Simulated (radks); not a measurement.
The numbers below are computed, except where a source is named.
Q: The mean radii <r> (bohr) of the occupied orbitals of an atom or ion are listed with their occupations. Level of theory: scalar-relativistic Kohn-Sham, PBE, spin-polarised, spherical densities, finite nucleus; Fermi nuclear charge, rms radius of each element as measured or else 0.836 A^(1/3) + 0.57 fm (a radial shooting solver on a logarithmic mesh with Libxc functionals).

orbital  occ.      <r>
1s down     1  0.02274
1s up       1  0.02274
2s up       1  0.09702
2s down     1  0.09702
2p up       3  0.08548
2p down     3  0.08548
3s up       1   0.2550
3s down     1   0.2549
3p up       3   0.2534
3p down     3   0.2532
3d up       5   0.2311
3d down     5   0.2309
4s up       1   0.5772
4s down     1   0.5772
4p up       3   0.6101
4p down     3   0.6102
4d up       5   0.6631
4d down     5   0.6636
5s up       1    1.350
5s down     1    1.359
5p up       3    1.541
5p down     3    1.555
4f up       4   0.8498
5d up       1    2.103

Name the element and its charge. Open shells, if any, are filled with parallel spins first.

A: Z = 62, samarium, charge +3: Sm3+ in [Xe] 4f4 5d1. The 1s radius gives Z: for a bare nucleus <r> = (2 gamma + 1)/(2Z) with gamma = sqrt(1 - (Z/c)^2), 0.02245 bohr for Z = 62, and screening makes it slightly larger (0.02274 here). The occupations add up to 59, and the charge is Z minus that.
